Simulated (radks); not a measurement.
Problem. Neutral titanium: order these configurations by energy. All-electron calculation, Dirac Kohn-Sham, PBE, spin-unpolarised, spherical densities, finite nucleus; Fermi nuclear charge, rms radius of each element as measured or else 0.836 A^(1/3) + 0.57 fm. Program: a radial shooting solver on a logarithmic mesh with Libxc functionals. Sub-shells are occupied by j as written (lower j first in brackets). [Ar] 3d(3/2: 1, 5/2: 0) 4s2 4p(1/2: 1, 3/2: 0); [Ar] 3d(3/2: 2, 5/2: 0) 4s1 4p(1/2: 1, 3/2: 0); [Ar] 3d(3/2: 2, 5/2: 0) 4s2; [Ar] 3d(3/2: 3, 5/2: 0) 4s1.

Solution. From the lowest, in eV above it: [Ar] 3d(3/2: 2, 5/2: 0) 4s2 0.000; [Ar] 3d(3/2: 3, 5/2: 0) 4s1 1.094; [Ar] 3d(3/2: 2, 5/2: 0) 4s1 4p(1/2: 1, 3/2: 0) 3.054; [Ar] 3d(3/2: 1, 5/2: 0) 4s2 4p(1/2: 1, 3/2: 0) 4.666.
